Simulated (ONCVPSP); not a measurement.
**Before and after: ONCV potential for manganese**

ONCVPSP 4.0.1 input, shortened (lines: element, Z, core and valence counts, functional; n l f; lmax; l rc ep ncon nbas qcut; lloc lpopt rc5 dvloc0; l nproj debl; icmod fcfact rcfact), LDA (Perdew-Zunger), scalar-relativistic:

```
  Mn 25.00    5    2        3      upf
    1    0    2.00
    2    0    2.00
    2    1    6.00
    3    0    2.00
    3    1    6.00
    3    2    5.00
    4    0    2.00
    2
    0    2.55    0.00    3    6    2.60
    1    2.30    0.09    4    7    4.00
    2    1.80    0.00    4    9    8.20
    4    4    1.30   -1.00
    0    2    0.80
    1    2    1.20
    2    1    2.50
    0    0.00    0.00
```

In the p channel the program set the typed energies aside and used 0.050, 1.250 Ha.

All-electron outer shells of the reference configuration (LDA (Perdew-Zunger), scalar-relativistic, ld1.x):

| shell | level (eV) | outermost node (bohr) | outermost maximum (bohr) |
| --- | --- | --- | --- |
| 3p | -54.49 | 0.31 | 0.75 |
| 3d | -7.01 | – | 0.75 |
| 4s | -5.29 | 1.06 | 2.47 |

Change: reference 3d5 4s1.

Cutoffs: the cutoffs (Ha) at which the residual kinetic energy of the hardest occupied pseudo-wave falls to 1 and 0.1 mHa per electron; they do not see the model core or the augmentation charge, which bear on the density cutoff. Errors are all-electron minus pseudo energies relative to the spin-unpolarised reference configuration.

What does the change do?

The potential gets neither clearly harder nor softer (28 Ha and 31 Ha → 28 Ha and 31 Ha); the lowest positive-energy flag moves from s at 13.7 eV to s at 6.9 eV; the range in which the s phases agree narrows (upper end at the end of the scan → 2.0); neither file shows a bound ghost.

```csv
quantity,base,changed
"cutoff, loose",28 Ha,28 Ha
"cutoff, tight",31 Ha,31 Ha
loose cutoff by channel,"s 3.3 Ha, d 28 Ha","s 3.8 Ha, d 28 Ha"
bound ghosts,none,none
GHOST(+) flags under 300 eV,"s at 13.7 eV, p at 65.5 eV","s at 6.9 eV, p at 68.6 eV"
"largest error over its own tests, meV",+36,-24
s: phases at 2.59 bohr within 0.05 rad from the reference energy up to (Ha; the scan ends near 5),to the end of the scan,2.0
p: phases at 2.33 bohr within 0.05 rad from the reference energy up to (Ha; the scan ends near 5),2.1,2.2
d: phases at 1.82 bohr within 0.05 rad from the reference energy up to (Ha; the scan ends near 5),0.7,0.4
```
